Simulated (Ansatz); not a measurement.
Start from `COCCCl` and change one atom or group to get `[SiH3]OCCCl`.

Ansatz, PBE0-D4/def2-TZVP geometries, multiplicity 1. Each molecule was computed in one conformer, which needn't be the lowest.

```json
{"property": "HOMO–LUMO gap (PBE0/def2-TZVPP) / eV", "`COCCCl`": "8.38"}
{"property": "HOMO energy (B3LYP/def2-TZVPP) / eV", "`COCCCl`": "-7.47"}
{"property": "size of the dipole moment (PBE/def2-TZVPP) / D", "`COCCCl`": "1.71"}
{"property": "size of the dipole moment (ωB97M-V/def2-TZVPP) / D", "`COCCCl`": "1.74"}
{"property": "size of the dipole moment (B3LYP/def2-TZVPP) / D", "`COCCCl`": "1.75"}
{"property": "LUMO energy (PBE/def2-TZVPP) / eV", "`COCCCl`": "-0.39"}
```

(1) Give the same properties after the change, and the shifts. (Best estimate.)

## Answers

(1) Computed: 
| property | `[SiH3]OCCCl` | shift |
| --- | --- | --- |
| HOMO–LUMO gap (PBE0/def2-TZVPP) / eV | 8.43 | 0.05 |
| HOMO energy (B3LYP/def2-TZVPP) / eV | -8.22 | -0.75 |
| size of the dipole moment (PBE/def2-TZVPP) / D | 1.09 | -0.62 |
| size of the dipole moment (ωB97M-V/def2-TZVPP) / D | 1.13 | -0.61 |
| size of the dipole moment (B3LYP/def2-TZVPP) / D | 1.16 | -0.59 |
| LUMO energy (PBE/def2-TZVPP) / eV | -0.95 | -0.56 |

With PBE0 the HOMO falls by 0.76 eV and the LUMO falls by 0.71 eV, so the gap widens by about 0.05 eV. PBE moves the HOMO by -0.78 eV and ωB97M-V by -0.74 eV. Dipoles are sizes alone; their direction can turn.

B3LYP here is the variant with VWN-RPA as its local correlation; programs differ in this.
